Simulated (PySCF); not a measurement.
# Working out the excitation energy of Sc

Sc [Ar] 3d1 4s2 (2D) → Sc [Ar] 3d3 (4F). Computed with PySCF 2.14 in aug-cc-pVDZ, with the non-relativistic Hamiltonian (point nucleus). Frozen: [Ar]. Energies in hartree (1 hartree = 27.21139 eV):

```csv
part,Sc (lower),Sc (upper)
UHF,-759.738039,-759.572721
CCSD correlation,-0.038496,-0.040314
(T),-0.000839,-0.002138
```

What does Hartree-Fock give?

(-759.572721) − (-759.738039) = 0.165318 hartree = 4.499 eV.

What do CCSD and CCSD(T) give?

The CCSD correlation energies differ by -0.001818 hartree = -0.049 eV and the triples by -0.001299 hartree = -0.035 eV, so CCSD gives 4.450 eV and CCSD(T) 4.415 eV.

The calculation is non-relativistic.

A double-zeta basis recovers only part of the correlation energy.

The coupled-cluster amplitudes are large, so a single reference is strained.
